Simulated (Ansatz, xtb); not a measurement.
**C3H6OSe: which of two isomers lies lower**

Structure a is `C[C@H]([SeH])C=O`, a singlet and structure b is `CC(=O)C[SeH]`, a singlet. Both are isolated molecules in the gas phase, relaxed with PBE-D3(BJ)/def2-SVP, each in the lowest conformer that the search found.

Question: Estimate which is lower in electronic energy at CCSD(T)/def2-SVP + ΔMP2/def2-TZVPP, and by roughly how much.

Answer: The CCSD(T)/def2-SVP + ΔMP2/def2-TZVPP calculation puts structure b lower, by 17.7 kJ/mol.

The same difference at several levels:

| level | geometry | E(b) − E(a) (kJ/mol) | departure from the last row (kJ/mol) | job, with rough time for the two |
| --- | --- | --- | --- | --- |
| GFN2-xTB | GFN2-xTB | −30.5 | −12.8 | optimisation, 0.31 s |
| HF/STO-3G | GFN2-xTB | −24.6 | −6.9 | single point, 0.78 s |
| r2SCAN-D4/def2-SVP | GFN2-xTB | −13.1 | +4.5 | single point, 4.6 s |
| PBE-D3(BJ)/def2-SVP | PBE-D3(BJ)/def2-SVP | −15.4 | +2.2 | optimisation, 46 s |
| HF/def2-SVP | PBE-D3(BJ)/def2-SVP | −22.4 | −4.7 | part of the CCSD(T) run |
| MP2/def2-SVP | PBE-D3(BJ)/def2-SVP | −12.7 | +5.0 | part of the CCSD(T) run |
| CCSD(T)/def2-SVP | PBE-D3(BJ)/def2-SVP | −13.8 | +3.9 | single point |
| CCSD(T)/def2-SVP + ΔMP2/def2-TZVPP | PBE-D3(BJ)/def2-SVP | −17.7 |  | single point, 58 s |

As drawn, both hold the same kinds of bond in the same numbers.

None of the levels shown reverses the order. The largest departure from CCSD(T)/def2-SVP + ΔMP2/def2-TZVPP is that of GFN2-xTB, 12.8 kJ/mol. The last row adds to CCSD(T) the change of the MP2 difference between the two basis sets, here −3.9 kJ/mol.

With thermal terms from frequencies at re-optimised GFN2-xTB minima (ideal gas, soft modes damped towards free rotors, one conformer each, 298.15 K, 1 atm): the zero-point term adds +0.5 kJ/mol; ΔH is −17.2 and ΔG −18.0 kJ/mol.

The correlated steps freeze 13 core orbitals; the filled d shell of Se is correlated, in a basis made for valence electrons. Mirror images aren't counted in ΔG. Run with Ansatz 0.2.0, xtb 6.7.1; the last row on 2 threads of Intel(R) Xeon(R) Processor @ 2.70GHz on a shared host.
